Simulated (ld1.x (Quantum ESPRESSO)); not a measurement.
Ranking TM potentials for Si

All share these settings but for the change named:

```json
{
  "Element": "Si (Z = 14)",
  "Generator": "ld1.x (Quantum ESPRESSO) 7.5",
  "Type": "norm-conserving Troullier–Martins (Kleinman–Bylander form)",
  "Functional": "revPBE",
  "Relativity": "non-relativistic",
  "Frozen core": "[Ne]",
  "Valence charge": "4",
  "Reference configuration": "3s2 3p2",
  "Partial waves": "3p (bound): rc 1.60 bohr; 3d channel at 0.35 Ry: rc 1.70 bohr; 3s (bound): rc 1.25 bohr",
  "Local potential": "the s channel",
  "Core correction": "Bessel-smoothed model core inside 1.10 bohr"
}
```

Cutoff: the first of the cutoffs (Ry, on a coarse ladder) from which the occupation-weighted sum of valence levels, in a spherical-Bessel basis at the reference potential, stays within 10 and 1 mRy of its value at 400 Ry; the density cutoff is not measured.

The base gives 50 Ry.

Of 12 variants that were run, those that failed, showed a ghost or another fault, or gave nearly equal values are left out.

A variant can come out equal or close to the base.

(1) Rank these variants from softest to hardest (loose cutoff).
A. all radii but the core radius scaled by about 1.05 (s 1.32, p 1.68, d 1.78 bohr)
B. wave 3d channel at 0.35 Ry: rc 1.70 bohr becomes 3d channel at 0.35 Ry: rc 1.14 bohr
C. wave 3s (bound): rc 1.25 bohr becomes 3s (bound): rc 1.32 bohr
D. all radii but the core radius scaled by about 1.16 (s 1.46, p 1.86, d 1.98 bohr)

Answers

(1) D (25 Ry), A (35 Ry), C (40 Ry), B (50 Ry).
